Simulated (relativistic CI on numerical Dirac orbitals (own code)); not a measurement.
# Line list: Electric-dipole lines, Mn XVII

Calculated at this level of theory: Dirac-Coulomb-Breit CI, KLI orbitals optimised for each configuration, a model potential for QED, unscaled Slater integrals (own radial code, finite nucleus).

Configuration list (outside the closed core 1s2): 2s2 2p5, 2s 2p6, 2p6 3s, 2s2 2p4 3s, 2p6 3p, 2p6 3d, 2s2 2p4 3p, 2s2 2p4 3d, 2s 2p5 3s, 2s 2p5 3p, 2s 2p5 3d, 2s2 2p4 4s, 2s2 2p4 4p, 2s2 2p4 4d, 2s2 2p4 4f, 2s 2p5 4s, 2s2 2p3 3s2, 2s2 2p4 5s, 2s2 2p4 5p, 2s 2p5 4p, 2s2 2p4 5d, 2s2 2p4 5f, 2s2 2p4 5g, 2s2 2p3 3s 3p, 2s 2p5 4d, 2s 2p5 4f, 2s2 2p3 3p2, 2s2 2p3 3s 3d, 2s2 2p3 3p 3d, 2s 2p4 3s2, 2s 2p4 3s 3p, 2s2 2p3 3d2, 2s 2p5 5s, 2s 2p5 5p, 2s 2p5 5d, 2s 2p5 5f. Levels of other configurations are missing.

```csv
λ vac (nm),Lower,Upper,A (s⁻¹),E lower (10³ cm⁻¹),E upper (10³ cm⁻¹)
1.2646,2s2 2p5 2P°_3/2 [1],2s2 2p4 4d 2D_5/2 [161],4.07e+12,0.0,7907.4
1.5571,2s2 2p5 2P°_1/2 [2],2s2 2p4 3d 2D_3/2 [61],1.13e+13,85.5,6507.7
1.5622,2s 2p6 2S_1/2 [3],2s 2p5 3d 2P°_1/2 [106],1.55e+13,1016.0,7417.0
1.5639,2s 2p6 2S_1/2 [3],2s 2p5 3d 2P°_3/2 [105],1.17e+13,1016.0,7410.2
1.5654,2s2 2p5 2P°_3/2 [1],2s2 2p4 3d 2D_5/2 [56],1.65e+13,0.0,6388.3
1.5665,2s2 2p5 2P°_3/2 [1],2s2 2p4 3d 2P_3/2 [55],1.60e+13,0.0,6383.6
1.5723,2s2 2p5 2P°_3/2 [1],2s2 2p4 3d 2S_1/2 [53],1.21e+13,0.0,6359.9
1.5799,2s2 2p5 2P°_1/2 [2],2s2 2p4 3d 2P_1/2 [58],1.72e+13,85.5,6414.9
1.5812,2s2 2p5 2P°_1/2 [2],2s2 2p4 3d 2D_3/2 [57],1.09e+13,85.5,6410.0
1.5866,2s2 2p5 2P°_3/2 [1],2s2 2p4 3d 2D_5/2 [49],5.56e+12,0.0,6302.8
1.6038,2s2 2p5 2P°_3/2 [1],2s2 2p4 3d 4F_5/2 [41],3.02e+12,0.0,6235.3
1.6114,2s 2p6 2S_1/2 [3],2s 2p5 3d 2P°_3/2 [102],1.24e+13,1016.0,7221.6
1.6239,2s 2p6 2S_1/2 [3],2s 2p5 3d 2P°_1/2 [100],1.12e+13,1016.0,7173.9
5.1562,2s2 2p4 3p 2D°_5/2 [15],2s2 2p4 4d 2F_7/2 [135],5.23e+11,5881.3,7820.7
5.1639,2s2 2p4 3p 4D°_7/2 [14],2s2 2p4 4d 4F_9/2 [134],5.68e+11,5879.2,7815.7
5.8549,2s2 2p4 3d 2D_5/2 [59],2s2 2p4 4f 2F°_7/2 [198],1.28e+12,6489.3,8197.3
5.8562,2s2 2p4 3d 4D_7/2 [31],2s2 2p4 4f 4F°_9/2 [144],1.03e+12,6165.2,7872.8
5.8572,2s2 2p4 3d 4D_5/2 [32],2s2 2p4 4f 4F°_7/2 [145],7.53e+11,6165.6,7872.9
5.9104,2s2 2p4 3d 4F_5/2 [44],2s2 2p4 4f 4G°_7/2 [165],1.12e+12,6254.0,7946.0
5.9107,2s2 2p4 3d 2G_7/2 [50],2s2 2p4 4f 2H°_9/2 [183],1.20e+12,6331.4,8023.2
5.9147,2s2 2p4 3d 2G_9/2 [51],2s2 2p4 4f 2H°_11/2 [184],1.24e+12,6333.1,8023.8
5.9244,2s2 2p4 3d 4F_7/2 [45],2s2 2p4 4f 4G°_9/2 [167],1.19e+12,6259.4,7947.3
5.9314,2s2 2p4 3d 4F_9/2 [36],2s2 2p4 4f 4G°_11/2 [148],1.25e+12,6189.1,7875.0
5.9729,2s2 2p4 3d 2F_7/2 [38],2s2 2p4 4f 2G°_9/2 [149],1.19e+12,6200.8,7875.0
5.9794,2s2 2p4 3d 4P_5/2 [47],2s2 2p4 4f 4D°_7/2 [172],1.05e+12,6278.6,7951.0
6.0141,2s2 2p4 3d 2F_7/2 [54],2s2 2p4 4f 2G°_9/2 [193],1.02e+12,6368.5,8031.2
13.882,2s2 2p4 4f 2H°_11/2 [184],2s2 2p4 5g 2I_13/2 [334],3.59e+11,8023.8,8744.2
13.936,2s2 2p4 4f 4G°_11/2 [148],2s2 2p4 5g 4H_13/2 [257],3.57e+11,7875.0,8592.6
13.939,2s2 2p4 4f 2G°_9/2 [149],2s2 2p4 5g 2H_11/2 [256],3.49e+11,7875.0,8592.4
37.905,2s2 2p4 3s 4P_5/2 [4],2s2 2p4 3p 4D°_7/2 [14],5.02e+09,5615.4,5879.2
```

Terms are leading LS components. Brackets give the number of a level in order of energy, since labels repeat. The list gives strong lines, with weight on those to low levels, without lines whose two gauges differ by over a factor of 2.5, among the lowest 400 of 1082 levels, so that lines to higher ones, which can be the strongest, are missing. Levels whose partners in the same complex of configurations lie outside the list can be far off, and so can their lines. Rates are taken at the computed energies, electric ones in the length gauge.

At this charge energies of transitions that change n are usually good to better than 1 %, and those within a shell (Δn = 0) to a few per cent.

LS names give the leading component of a level, which can be under half, so a name can repeat, a term be missing and a line seem to break the LS rules.
